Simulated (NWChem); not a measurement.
Species: SnS, singlet; SMILES [S]=[Sn]

```xyz
2

Sn     0.0000     0.0000    -0.5388
S      0.0000     0.0000     1.6837
```
Atoms are numbered in this order, from 1.

Computed with NWChem. Low-valent species are run as closed-shell singlets; no triplet was tried in these runs. The geometry was optimised at PBE0/def2-SVP (def2 core potentials past Kr).

Q: What does the run give for TPSS/3-21G, non-relativistic? Quantities: highest occupied level (eV); orbital gap (eV); dipole (D).

A: The highest occupied level (eV) comes out as -6.42 and the orbital gap (eV) is 3.25. The dipole (D) comes out as 3.46.
